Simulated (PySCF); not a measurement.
C₂H₁₀O₂Si₂, SMILES C[C@H](O)[SiH2]O[SiH3].

Geometry: ωB97X-D3(BJ)/def2-SVP. The structure was generated by enumeration; whether it is a known compound was not checked. One conformer was computed; it need not be the lowest.

The numbers are results of TDA-LC-ωPBE/def2-SVPD (PySCF), not measurements.

Vertical excitations. Gas-phase values at a fixed geometry.

| state | energy (eV) | λ (nm) | f | main pairs |
|---|---|---|---|---|
| S1 | 7.07 | 175 | 0.024 | HOMO→LUMO 72 % |
| S2 | 7.66 | 162 | 0.001 | HOMO−1→LUMO 82 % |
| S3 | 7.88 | 157 | 0.008 | HOMO→LUMO+2 40 %, HOMO→LUMO+3 8 %, HOMO−2→LUMO 8 %, HOMO→LUMO+1 8 % |
| S4 | 8.15 | 152 | 0.007 | HOMO−3→LUMO 57 %, HOMO→LUMO+2 14 % |
| S5 | 8.43 | 147 | 0.002 | HOMO→LUMO+2 18 %, HOMO→LUMO+6 16 %, HOMO→LUMO+8 15 %, HOMO→LUMO+4 12 % |
| S6 | 8.47 | 146 | 0.000 | HOMO−4→LUMO 49 %, HOMO−1→LUMO+2 13 %, HOMO−1→LUMO+6 10 % |
| T1 | 6.59 | 188 | 0 | HOMO→LUMO 63 % |
| T2 | 7.15 | 173 | 0 | HOMO−1→LUMO 75 % |
Triplets are in the Tamm–Dancoff approximation.
